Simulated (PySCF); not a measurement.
**Radial density of Lu⁶⁴⁺ (lutetium, charge +64)**

UHF, [He] 2s2 2p3, high-spin 4S determinant. Computed with PySCF 2.14 in an even-tempered Gaussian basis (18 s from 43 bohr⁻², ratio 2.2; 13 p from 56 bohr⁻², ratio 2.2; 5 d from 210 bohr⁻², ratio 2.4; 5 f from 310 bohr⁻², ratio 2.4; 4 g from 470 bohr⁻², ratio 2.4), with scalar relativity by spin-free X2C-1e.

```tsv
r (bohr)	4πr²ρ (e/bohr)	4πr²(ρα − ρβ)
0.0154	87.12	5.7130
0.0259	59.05	18.4626
0.0435	59.75	37.5852
0.0732	61.81	34.4020
0.123	16.02	8.0808
0.207	0.3719	0.1900
0.348	0.0001936	0.0001
```

Densities and radii are taken from the X2C orbitals without a picture-change correction, which distorts them close to the nucleus.

Spin-orbit coupling, which splits the p, d and f shells strongly at this Z, is absent. Spin-orbit coupling is strong in this species (close to jj coupling), so the high-spin LS determinant is a model state, not a physical level.
